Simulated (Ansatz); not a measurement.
`[F][SnH]([SH])[Cl]` + CH₃OH → `C[O][SnH]([F])[Cl]` + H₂S at 500 K and 1 bar (ligand exchange at the Sn–S bond).

Isolated molecules relaxed with PBE0-D4/def2-TZVP in Ansatz; ΔE leaves out vibrations. CCSD(T)/CBS adds triple-zeta CCSD(T) − MP2 to the extrapolated MP2 energy (def2 sets, frozen cores). This one scheme is used for every species. def2 core potentials past Kr. For Sn outer-core shells are correlated without core-valence functions, which leaves a few kJ/mol of doubt a bond. One conformer a species, not always the lowest.

| species | CCSD(T)/CBS energy (Eh) | H − E (kJ/mol) | S (J/(mol·K)) |
| --- | --- | --- | --- |
| `[F][SnH]([SH])[Cl]` | -1172.67563 | 91.6 | 413.7 |
| CH₃OH | -115.61712 | 157.0 | 265.4 |
| `C[O][SnH]([F])[Cl]` | -889.30712 | 183.9 | 445.8 |
| H₂S | -398.97279 | 57.0 | 224.0 |

H − E and S are ideal-gas, rigid-rotor, harmonic terms from PBE0-D4/def2-TZVP, for one conformer and one mirror image of each species. 1 Eh = 2625.50 kJ/mol, R = 8.31446 J/(mol·K).

Q: By hand: ΔE, ΔH, ΔS and ΔG.

A: ΔE = (-889.30712) + (-398.97279) − (-1172.67563) − (-115.61712) = 0.01284 Eh = 33.7 kJ/mol. Δ(H − E) = 183.9 + 57.0 − 91.6 − 157.0 = -7.7, so ΔH = 26.0 kJ/mol. ΔS = 445.8 + 224.0 − 413.7 − 265.4 = -9.3 J/(mol·K). ΔG = 26.0 − 500 × (-9.3)/1000 = 30.6 kJ/mol.

Q: By hand: the equilibrium constant, and the temperature at which ΔG would vanish if ΔH and ΔS stayed fixed.

A: log₁₀ K = −ΔG/(RT ln 10) = -3.2. ΔH and −TΔS have one sign here, so there is no such temperature.

The number of gas molecules stays the same, so ΔS is small and ΔH decides. A doubt of 5 kJ/mol in ΔE shifts log₁₀ K by 0.5 here. Other conformers and mirror images would add mixing entropy, several J/(mol·K) or more a flexible species. Modes under 60 cm⁻¹, often nearly free rotors, make the harmonic entropy too high. These are equilibria of isolated gas molecules and say nothing of rates. Largest T1 diagnostic: 0.014 (customary marks: 0.02 for closed shells, 0.045 for open ones).

ΔS is within the doubt of such terms, so its sign, and with it that verdict, could turn.
